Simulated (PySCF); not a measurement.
**Relative stability**

Two relaxed structures of BH$_{3}$S$_{2}$O, closed shell (PBE0-D4/def2-TZVP; forces vanish, vibrations not checked).

A:

```xyz
7
angstrom
B -0.0387 0.2569 0.0576
S -0.3541 1.2315 -1.3739
O 1.3120 -1.5423 -1.5806
S 0.7547 -1.3862 -0.2126
H -0.9931 2.2275 -0.7356
H -0.3639 0.5241 1.1712
H 1.7415 -1.0263 0.6845
```

B:

```
7
angstrom
B -1.2886 0.6202 0.4730
S -0.2489 0.6882 -0.9152
O 0.5191 -0.8024 -1.0192
S 1.6362 -1.1959 0.1418
H -1.9293 1.6156 0.6264
H -1.3345 -0.3294 1.1880
H 2.6977 -0.5579 -0.3977
```

Computed with PySCF 2.14 with density fitting (its default auxiliary sets; JK sets also for MP2 and CCSD(T)) (basis: def2-TZVPP); correlated methods freeze the cores. B3LYP uses VWN-RPA correlation.

**Question.** Which structure is lower at CCSD(T), and by how much? (To be estimated.)

**Answer.** Computed: A, by 17.76 kcal/mol (electronic energy, against the other). By their contacts, A is BH₃S₂O ([O][SH][BH][SH]) and B is BH₃S₂O ([BH2][S][O][SH]).

All methods give the same order:

```
   method  E(B) − E(A) (kcal/mol)
   PBE-D4                   20.92
r2SCAN-D4                   22.13
  PBE0-D4                   20.97
 B3LYP-D4                   17.14
  wB97M-V                   16.39
       HF                   14.33
      MP2                   21.30
     CCSD                   16.99
  CCSD(T)                   17.76
```

T1 diagnostic: at most 0.019.

Labels in which every atom is bracketed show which atoms are joined, not bond orders.

For scale, one of the runs: CCSD(T)/def2-TZVPP, 188 basis functions, launched by `OMP_NUM_THREADS=2 python run.py`. Time: 3.1 min of wall clock on 2 CPU threads of an Intel Xeon 6975P-C; the host was shared. Peak host memory: 2 GiB.
